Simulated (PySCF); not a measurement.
# CaHg⁺ at r²SCAN

Computed with r²SCAN; PySCF, scalar-relativistic core potentials, basis sets Ca def2-SVP, Hg def2-SVP with ECP60.

- state: ²Σ⁺ (doublet), unpaired electrons σ ↑
- bond length: 3.228 Å
- harmonic wavenumber: 104 cm⁻¹
- force constant: 0.212 mdyn/Å
- rotational constant Be: 0.04849 cm⁻¹
- anharmonicity ωexe: 0.664 cm⁻¹
- vibration–rotation constant αe: 0.000369 cm⁻¹
- well depth De to Ca⁺ + Hg: 47 kJ/mol
- dissociation energy D0: 47 kJ/mol
- bond order (Mayer): 0.48
- dipole moment (positive dipole points towards Hg; it is taken about the centre of mass and depends on that origin): -9.45 D

Spin–orbit coupling is left out. For an ion De counts to the pair picked by the measured ionisation energies or electron affinities, which need not be the lowest pair at this level. The state was picked by a PBE0 search and need not be the measured ground state.
